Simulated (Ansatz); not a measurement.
ClF$_{2}$Y (`[F][Y]([F])[Cl]`), relaxed with RKS PBE0-D4/def2-TZVP in Ansatz 0.2.0 from a PBE-D4/def2-SVP geometry. The force threshold is 0.005 eV/Å; the program also tests the step.

Total charge 0; spin multiplicity 1. Y takes the def2 core potential.

Start:

```xyz
4

F     0.230   -2.026    0.174
Y     0.024   -0.047    0.089
F     0.084    0.965    1.803
Cl   -0.338    1.109   -2.066
```

```json
{"step": "1", "energy (eV)": "-18999.7996", "largest force (eV/Å)": "0.194", "largest move (Å)": "0.000"}
{"step": "2", "energy (eV)": "-18999.8014", "largest force (eV/Å)": "0.062", "largest move (Å)": "0.012"}
{"step": "3", "energy (eV)": "-18999.8017", "largest force (eV/Å)": "0.009", "largest move (Å)": "0.005"}
{"step": "4", "energy (eV)": "-18999.8018", "largest force (eV/Å)": "0.001", "largest move (Å)": "0.006"}
```

End:

```xyz
4

F     0.232   -2.016    0.176
Y     0.016   -0.048    0.089
F     0.086    0.958    1.796
Cl   -0.335    1.106   -2.062
```

Hardware: 4 threads of an Arm Neoverse V1 on a shared host. Wall time 6.5 s, peak host memory 0.26 GiB.
